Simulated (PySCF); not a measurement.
A structure optimised at PBE0-D3(BJ)/def2-TZVP, used in a PySCF frequency run:

```
Te
F 1 1.9195
Se 1 2.4586 2 99.88
H 3 1.4744 1 97.43 2 88.24
```
Charge 0, spin multiplicity 1.

Q: Write its SMILES and formula.

A: F[Te][SeH], FHSeTe

Q: What are its rotational constants (standard atomic weights)?

A: 8.7372, 1.5092, 1.3010 GHz
